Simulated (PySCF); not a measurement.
## Ionising NaSn

UHF-CCSD(T); basis Na cc-pVDZ, Sn cc-pVDZ-PP with ECP28; scalar-relativistic core potentials; PySCF 2.14. Neutral (UHF): quartet (σ ↑, π ↑↑), Re = 2.962 Å, ωe = 187 cm⁻¹, De = 1.16 eV.

NaSn⁺ (UHF): triplet (σ ↑, π ↑), Re = 3.422 Å, ωe = 114 cm⁻¹, De = 0.56 eV to Na⁺ + Sn. The energies at the minima are -375.30071 hartree for NaSn and -375.09620 for NaSn⁺.

Work out the adiabatic ionisation energy, without and with harmonic zero-point energies (1 hartree = 27.2114 eV, 1 eV = 8065.5 cm⁻¹), and the change of the bond length.

At UHF-CCSD(T): 0.20451 hartree = 5.565 eV between the minima; the zero-point term (114.0 − 187.0)/2 cm⁻¹ = -0.005 eV makes it 5.560 eV. Re changes by +46.0 pm against the neutral. The electron leaves a π orbital, and the longer bond of the ion fits a bonding orbital, or a change in how ionic the bond is.

Correlated steps freeze 5 core orbitals. Correlated levels converge slowly with the basis: in double zeta they bind strong bonds too weakly, by up to about 1 eV, and carry superposition errors of some tenths. Spin–orbit coupling is left out, which matters for elements this heavy, above all for dissociation energies. For an ion De counts to the pair picked by the measured ionisation energies or electron affinities, which need not be the lowest pair at this level. States were picked by a PBE0 search and need not be the measured ground states.
